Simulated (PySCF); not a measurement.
r2SCAN on Mg (magnesium, neutral), [Ne] 3s1 3d1, high-spin 3D determinant (an excited configuration). All numbers are calculated (PySCF 2.14, no relativity, point nucleus, in dyall-av3z (20s13p6d4f, 117 functions)).

```
cycle= 1 E= -199.811385640048  delta_E= -0.00465  |g|= 0.0103  |ddm|= 0.17
cycle= 2 E= -199.811394874975  delta_E= -9.23e-06  |g|= 0.00374  |ddm|= 0.0242
cycle= 3 E= -199.811396581734  delta_E= -1.71e-06  |g|= 0.00154  |ddm|= 0.0026
cycle= 4 E= -199.811396859927  delta_E= -2.78e-07  |g|= 5.47e-05  |ddm|= 0.00122
cycle= 5 E= -199.811396862483  delta_E= -2.56e-09  |g|= 6.69e-06  |ddm|= 0.000523
cycle= 6 E= -199.811396862573  delta_E= -9.04e-11  |g|= 5.09e-07  |ddm|= 0.000116
converged SCF energy = -199.811396862573  <S^2> = 2.0000924  2S+1 = 3.0000616
```

Highest occupied orbital energy: 0.679 eV; ⟨L²⟩ = 6.00; populations by l: s 5.00, p 6.00, d 1.00, f 0.00.

(1) Can this result be used?

Results:

(1) Not for this state. The calculation finished and met its thresholds. The outer electron is Rydberg-like, and this basis confines it to a smaller radius and binds it less than a complete one would. At r2SCAN the highest occupied level has a positive energy, so only the finite basis holds that electron; for this excited configuration the basis is too tight for the outer shell.
